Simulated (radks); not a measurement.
The aluminium ion Al4+, 9 electrons, occupied as [He] 2s2 2p4 3s1 (not the ground configuration).

Method: non-relativistic Kohn-Sham, SOGGA, spin-polarised, spherical densities, point nucleus; open shells are filled with parallel spins first; computed with a radial shooting solver on a logarithmic mesh with Libxc functionals.

Energy parts (eV):
total: -6309.731
kinetic: 6302.639
electron-nucleus: -14328.464
Hartree: 2132.509
exchange-correlation: -416.415

Orbitals (lengths in bohr, moments of r in powers of bohr; r(max) is where P^2 peaks):
1s up: occ. 1; eigenvalue (eV) -1614.218; r(max) 0.07882
1s down: occ. 1; eigenvalue (eV) -1610.506; r(max) 0.07875
2s up: occ. 1; eigenvalue (eV) -196.6711; r(max) 0.4809
2s down: occ. 1; eigenvalue (eV) -189.5584; r(max) 0.4842
2p up: occ. 3; eigenvalue (eV) -161.3409; r(max) 0.4040
2p down: occ. 1; eigenvalue (eV) -153.4348; r(max) 0.4088
3s up: occ. 1; eigenvalue (eV) -55.1153; r(max) 1.558

The highest occupied level is 3s up at -55.115 eV. Summed over all electrons, <r^2> = 5.667 bohr^2, which gives a Langevin (diamagnetic) susceptibility term of -4.49 x 10^-6 cm^3/mol. The spin density at the nucleus is 7.419 e/bohr^3 (1s -1.803, 2s 1.439, 3s 7.783), a Fermi contact field of 389 T. The electron density at the nucleus is 1417 e/bohr^3. The density falls to 0.001 e/bohr^3 at r = 2.88 bohr. Spin moment in Bohr magnetons: 3.
